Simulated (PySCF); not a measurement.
Calculation: TPSSh-D3(BJ)/def2-TZVP // CAM-B3LYP-D3(BJ)/def2-TZVP (PySCF). Gas-phase values, no solvent. Delta-SCF ions had no search for a lower state. 

Reference species (SMILES): `[Si](F)(Cl)=[SiH2]` (neutral, multiplicity 1).

```json
{
 "HOMO": "-6.18 eV",
 "vertical ionisation energy (Delta-SCF)": "8.49 eV",
 "LUMO": "-3.00 eV",
 "HOMO–LUMO gap": "3.19 eV"
}
```

Changed species: `F/[SiH]=[SiH]/Cl`.

Give the shifts of the HOMO, vertical ionisation energy (Delta-SCF), LUMO and HOMO–LUMO gap.

the HOMO goes up by 0.26 eV, to -5.92 eV; the vertical ionisation energy (Delta-SCF) drops by 0.25 eV, to 8.24 eV; the LUMO falls by 0.05 eV, to -3.05 eV; the HOMO–LUMO gap falls by 0.32 eV, to 2.87 eV.
